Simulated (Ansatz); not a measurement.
Reactions of C₄H₁₄N₂O₂Si (`CN(C)[Si](O)(O)N(C)C`).

Computed with Ansatz on PBE0-D4/def2-TZVP structures; ΔE is electronic, products minus reactants. CBS: MP2 limit from def2 TZ/QZ plus the TZ coupled-cluster correction, frozen cores. This one scheme is used for every species, atoms too. For atomizations the MP2-based limit and the directly extrapolated one differ by several kJ/mol either way, and by 10 to 25 for some Ge, Se and Sn compounds, so smaller differences from it don't rank the levels. DFT in def2-TZVPP. B3LYP here is the variant with VWN-RPA as its local correlation; programs differ in this. Open shells (•) are unrestricted, without spin–orbit coupling. Spin–orbit coupling would lower the free atoms: a little for C, O, Si. For Br outer-core shells are correlated without core-valence functions, so the limit isn't a true one: a few kJ/mol of doubt a bond, and 10 to 20 or more in all where bonds break to atoms. Scalar relativity is left out up to krypton. Each species was taken in one conformer, which may not be the lowest.

| reaction | CCSD(T)/CBS(def2) (eV) |
| --- | --- |
| `CN(C)[Si](O)(O)N(C)C` → `CN(C)[SiH](O)O` + `C=NC` | 1.89 |
| `CN(C)[Si](O)(O)N(C)C` + HBr → `CN(C)[Si](O)(O)Br` + `CNC` | -0.44 |
| `CN(C)[Si](O)(O)N(C)C` + H₂ → `CN(C)[SiH](O)O` + `CNC` | 0.56 |
| `CN(C)[Si](O)(O)N(C)C` + H₂O → `CN(C)[Si](O)(O)O` + `CNC` | -0.41 |
| `CN(C)[Si](O)(O)N(C)C` → `CN(C)[Si]N(C)C` + `OO` | ? |
| `CN(C)[Si](O)(O)N(C)C` → 4 C• + 14 H• + 2 N• + 2 O• + Si• | 93.53 |
| `CN(C)[Si](O)(O)N(C)C` + `CNC` → `CN(C)[Si](O)(N(C)C)N(C)C` + H₂O | ? |

**Question.** Fill in the missing values. (Best estimate.)

**Answer.** Computed: `CN(C)[Si](O)(O)N(C)C` → `CN(C)[Si]N(C)C` + `OO`: +7.32 eV; `CN(C)[Si](O)(O)N(C)C` + `CNC` → `CN(C)[Si](O)(N(C)C)N(C)C` + H₂O: +0.47 eV.

Largest T1 diagnostic: 0.013, for `CN(C)[Si]N(C)C`.
